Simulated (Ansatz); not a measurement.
Redistribution: C3H10Si2 + Si2H6O4 → C2H8OSi2 + CH8O3Si2

Species: C3H10Si2 `C[SiH2]/C=C/[SiH3]`, singlet; Si2H6O4 `O[SiH2]O[SiH](O)O`, singlet; C2H8OSi2 `O[SiH2]/C=C/[SiH3]`, singlet; CH8O3Si2 `C[SiH](O)O[SiH2]O`, singlet. The partners trade CH3 for OH; both sit on Si, so the bond types are kept.

Shapes, held fixed at every level: PBE0-D4/def2-TZVP. Flexible molecules stand in one conformer, not always the lowest. Programs: Ansatz 0.2.0. Electronic energies: no zero-point or thermal term.

(1) Estimate ΔE of this reaction.

Answers

(1) The highest level, CCSD(T)/CBS estimate, gives ΔE = +22.6 kJ/mol; the levels span +19.8 to +22.6. The column of differences is taken from that level and isn't an error. No measured value is set beside it here. The CBS estimate extrapolates MP2 from def2-TZVPP and def2-QZVPP and adds CCSD(T) − MP2 in the triple-zeta set, cores frozen.

```csv
level,kind,ΔE (kJ/mol),less CCSD(T)/CBS estimate
HF/def2-TZVPP,Hartree–Fock,+21.7,-0.9
r2SCAN-D4/def2-TZVPP,meta-GGA,+20.9,-1.7
wB97M-V/def2-TZVPP,range-separated hybrid,+20.4,-2.2
wB97X-V/def2-TZVPP,range-separated hybrid,+19.8,-2.8
B2PLYP/def2-TZVPP,double hybrid,+21.2,-1.4
CCSD(T)/def2-TZVPP,coupled cluster or CI,+22.0,-0.6
CCSD(T)/CBS estimate,coupled cluster or CI,+22.6,0.0
```
